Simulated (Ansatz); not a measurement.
Molecule: 2H-oxasiline, C$_{4}$H$_{6}$OSi, charge 0, multiplicity 1. 
Geometry from a B3LYP-D3(BJ)/def2-TZVP (Ansatz, a first-principles code) optimisation:
```xyz
12

C      1.6995     0.0783     0.0679
C      1.1130    -1.1283     0.0087
O     -0.2165    -1.3336    -0.0488
Si    -1.3795    -0.1179    -0.0567
C     -0.3846     1.4278     0.0284
C      0.9603     1.3256     0.0772
H      2.7789     0.1094     0.1104
H      1.6800    -2.0513     0.0026
H     -2.1915    -0.2664    -1.2883
H     -2.2834    -0.3387     1.0975
H     -0.8290     2.4166     0.0413
H      1.5606     2.2298     0.1277
```

Total electronic energies in hartree. Cores are frozen in the correlated levels unless marked. No spin-orbit coupling. No relativistic terms. CBS marks a two-point X^-3 extrapolation of the correlation energy; Hartree-Fock from the larger set.

The Hartree-Fock reference is unstable (checked in the largest basis), which strains HF and MP2. 

```
level                                        program  energy (Eh)
------------------------------------  --------------  -----------
r2SCANh-D4/def2-TZVPD                 Ansatz + dftd4   (withheld)
LC-wPBE-D4/def2-TZVPD                 Ansatz + dftd4   (withheld)
B2GP-PLYP/def2-TZVPD                          Ansatz   -520.45629
MP2/aug-cc-pV(T+d)Z                           Ansatz   -519.87029
CCSD/STO-3G                                   Ansatz   -512.92027
CCSD/cc-pV(T+d)Z                              Ansatz   -519.88693
CCSD/cc-pV(Q+d)Z                              Ansatz   -519.96286
CCSD(T)/aug-cc-pV(D+d)Z                       Ansatz   -519.71680
CCSD(T)/CBS(cc-pV(T+d)Z,cc-pV(Q+d)Z)          Ansatz    -520.0599
```

**Question.** Some entries are withheld; supply them.

**Answer.** 
- r2SCANh-D4/def2-TZVPD, energy (Eh): -520.68848
- LC-wPBE-D4/def2-TZVPD, energy (Eh): -520.61475
